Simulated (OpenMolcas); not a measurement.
# Exact exchange and the dipole moment of GeSe

GeSe: 2 atoms, total charge 0, spin state singlet. As SMILES, `[Ge-]#[Se+]`. The bond length is the measured one.

The dipole moment y, in D, basis aug-cc-pVTZ; a is the functional's share of exact exchange. Programs: OpenMolcas 26.06.

| functional | program | a | y (D) |
| --- | --- | --- | --- |
| TPSS | OpenMolcas | 0 | 1.64 |
| BLYP | OpenMolcas | 0 | 1.63 |
| B3LYP | OpenMolcas | 0.2 | 1.84 |
| PBE0 | OpenMolcas | 0.25 | ? |
| BHLYP | OpenMolcas | 0.5 | 2.12 |

Task: Fit y = c + s·a to the known rows and predict PBE0.

Result: 
1. Means of the 4 rows: a = 0.1750, y = 1.808.
2. Σ(Δa)² = 0.1675, Σ(Δa·Δy) = 0.16275, so the slope is 0.16275/0.1675 = 0.97164.
3. Intercept: 1.808 − (0.97164) × 0.1750 = 1.638. The largest residual of the fit is 0.008.
4. PBE0: 1.638 + (0.97164) × 0.25 = 1.88 D.

The run gave 1.85 D, so the prediction is off by +0.03 D, more than the scatter of the fit. More exact exchange makes the molecule more polar here.
